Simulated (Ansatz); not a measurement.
Pb₃O₂, relaxed as a singlet with RKS PBE-D4/def2-SVP in Ansatz, starting from the GFN1-xTB geometry. Force threshold 0.02 eV/Å.

In the def2 sets Pb takes a core potential; there is no spin–orbit coupling. The structure comes from a short search, and lower isomers may exist.

Start:

```
atom   x (Å)   y (Å)   z (Å)
 Pb1   0.306  -1.024  -1.564
 Pb2  -0.157  -1.844   1.490
 Pb3   0.399   2.062  -0.365
  O4  -1.343   1.048  -0.119
  O5   0.795  -0.242   0.559
```

Question: Estimate the energy that the relaxation releases and the steps that it takes.

Answer: 46.8 kcal/mol, in 12 steps; 14 s on 4 threads of Arm Neoverse V1 on a shared host. No frequencies were taken in this run, so the end may be a saddle point.

Question: Does the start keep its bonding?

Answer: Bonds formed: Pb1–O4, Pb2–O4 (atoms count from 1). The end is the same structure that another start reached, the lowest one found.

Question: Predict the relaxed structure.

Answer: 
```xyz
5

Pb    0.146   -0.795   -1.604
Pb   -0.529   -1.265    1.282
Pb    0.427    1.821   -0.159
O    -1.313    0.400   -0.016
O     1.269   -0.161    0.496
```
Bond lengths (bridged metal pairs left out): 6 × O–Pb 2.25 to 2.46 Å.
